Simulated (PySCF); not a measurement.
**Spinor energies of Pd³⁺ (palladium, charge +3)**

Start: [Kr] 4d7; 4d3/2 filled at m_j = +1/2, +3/2; 4d5/2 filled at m_j = -3/2, -1/2, +1/2, +3/2, +5/2. Calculated with PySCF 2.14 in x2c-TZVPall-2c with one added diffuse shell each of s, p, d type (9s10p8d1f, 86 functions): generalised Hartree-Fock with the X2C-1e Hamiltonian and a Gaussian nucleus; one run each with spin-orbit coupling (SO) switched off, then screened by Boettger's factors. This is a chosen level, not necessarily the ground level.

| spinor shell | electrons | ε, spin-free (eV) | ε, screened SO (eV) | weight of nominal j (screened SO) | rms radius, screened SO (bohr) |
| --- | --- | --- | --- | --- | --- |
| 1s1/2 | 2 | -24517.6 | -24515.7 | 1.000 | 0.0365 |
| 2s1/2 | 2 | -3699.7 | -3699.1 | 1.000 | 0.150 |
| 2p1/2 | 2 | -3314.4 | -3424.8 | 1.000 | 0.130 |
| 2p3/2 | 4 | -3314.4 | -3263.2 | 1.000 | 0.135 |
| 3s1/2 | 2 | -737.56 | -737.36 | 1.000 | 0.403 |
| 3p1/2 | 2 | -607.72 | -627.63 | 1.000 | 0.399 |
| 3p3/2 | 4 | -607.72 | -598.35 | 1.000 | 0.409 |
| 3d3/2 | 4 | -401.82 | -405.46 | 0.992 | 0.387 |
| 3d5/2 | 6 | -401.82 | -399.15 | 0.994 | 0.390 |
| 4s1/2 | 2 | -146.02 | -145.95 | 1.000 | 1.00 |
| 4p1/2 | 2 | -105.85 | -111.53 | 0.845 | 1.09 |
| 4p3/2 | 4 | -105.85 | -103.06 | 0.923 | 1.11 |
| 4d5/2 | 5 | -49.749 | -50.561 | 0.528 | 1.40 |
| 4d3/2 | 2 | -49.749 | -47.757 | 0.615 | 1.42 |

```csv
quantity,spin-free,screened SO
E (hartree),-5040.29958,-5041.16817
M_J,9/2,9/2
⟨J²⟩,24.756,24.757
⟨L²⟩,12.005,12.214
⟨S²⟩,3.751,3.690
```

Each row is a mean over spinors that exchange with the open shell spreads, by up to 9.742 eV (4p3/2).

Rows whose weight is well below 1 are mixtures of j = l ± 1/2: exchange outweighs spin-orbit coupling there, and the label is only the starting occupation.

Breit and QED terms are absent; they matter most for the inner s and p1/2 levels.

Densities and radii are taken from the X2C orbitals without a picture-change correction, which distorts them close to the nucleus.

Without spin-orbit coupling the j labels of p, d and f shells carry no meaning; the spin-free column gives the mean over the occupied spinors of each nl shell.
